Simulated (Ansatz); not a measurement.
Species: sum formula H3BO2Br, net charge 1, singlet state. It need not be the lowest isomer of its formula. 
Coordinates optimised at B3LYP-D3(BJ)/def2-TZVP (Ansatz, an electronic-structure program):
```
B
O 1 1.3140
H 2 0.9666 1 120.05
O 1 1.4890 2 109.45 3 180.00
H 4 0.9734 1 123.10 2 -180.00
H 4 0.9765 5 115.68 1 -180.00
Br 1 1.8707 2 135.04 3 0.00
```
Charge +1, spin multiplicity 1.

Parts of the frozen-core correlation energy in cc-pVTZ (Ansatz, hartree). Frozen orbitals: 17; correlated occupied orbitals by spin: 12 and 12; virtual: 146 and 146. Spin-orbit coupling is left out. No relativistic terms.

| term | value |
|---|---|
| reference (HF) | -2748.55133 |
| MP2 opposite-spin | ? |
| MP2 same-spin | -0.18553 |
| CCSD correlation | ? |
| (T) | ? |
| T1 diagnostic | 0.012 |
| largest doubles amplitude | 0.035 |

Fill in the missing entries.


- MP2 opposite-spin, value: -0.54696
- CCSD correlation, value: -0.75451
- (T), value: -0.02807
